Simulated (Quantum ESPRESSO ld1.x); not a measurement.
These are the eigenvalues of the occupied orbitals of an atom or ion with whole-number occupations (eV). All-electron calculation, scalar-relativistic Kohn-Sham, PBE, spin-unpolarised, spherical densities, point nucleus. Program: ld1.x of Quantum ESPRESSO 7.5.

| orbital | eigenvalue |
|---|---|
| 1s | -65315.9 |
| 2s | -11192.9 |
| 2p | -9830.56 |
| 3s | -2571.40 |
| 3p | -2164.48 |
| 3d | -1683.18 |
| 4s | -539.878 |
| 4p | -406.418 |
| 4d | -234.021 |
| 5s | -94.2669 |
| 5p | -62.5106 |
| 4f | -44.1498 |
| 5d | -27.1262 |

Which element is it, and in what charge state? The configuration may be excited.

Answer. Z = 72, hafnium, charge +3: Hf3+ in [Xe] 4f14 5d1. The list shows which subshells hold electrons but not how many an open one holds; the 1s level, -2400.3 hartree, gives Z - s = 69.3 by -(Z - s)^2/2, which with screening and relativity narrows Z to a few neighbours, and the depths of the outer levels then fix element, charge and occupations together.
